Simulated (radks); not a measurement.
The numbers below are computed, except where a source is named.
Species: Mn2+. Configuration: [Ar] 3d5 (the NIST ground configuration).

Code: a radial shooting solver on a logarithmic mesh with Libxc functionals. Model: scalar-relativistic Kohn-Sham, PBE, spin-unpolarised, spherical densities, point nucleus.

Energy parts (hartree):
| part | energy |
|---|---|
| total | -1157.41325 |
| kinetic | 1170.21827 |
| electron-nucleus | -2748.03191 |
| Hartree | 471.95344 |
| exchange-correlation | -51.55304 |

Orbitals (lengths in bohr, moments of r in powers of bohr):
orbital	occ.	eigenvalue (hartree)	<1/r>	<r>
1s	2	-236.9453	24.93	0.06090
2s	2	-27.98657	5.305	0.2794
2p	6	-23.80738	5.203	0.2471
3s	2	-3.81097	1.658	0.8521
3p	6	-2.66172	1.520	0.9041
3d	5	-0.89366	1.161	1.149

The highest occupied level is 3d at -24.318 eV. The density falls to 0.001 e/bohr^3 at r = 3.10 bohr. For comparison, the ionisation energy in NIST's Atomic Spectra Database is 33.67 eV (measured). In exact Kohn-Sham theory the highest level is minus the ionisation energy, but local and semilocal functionals leave it too shallow, through self-interaction and a potential that decays too fast; potentials with the right tail come closer.

Beside tabulated values, note that spin-unpolarised runs miss the spin-polarisation part of the exchange energy of open shells.
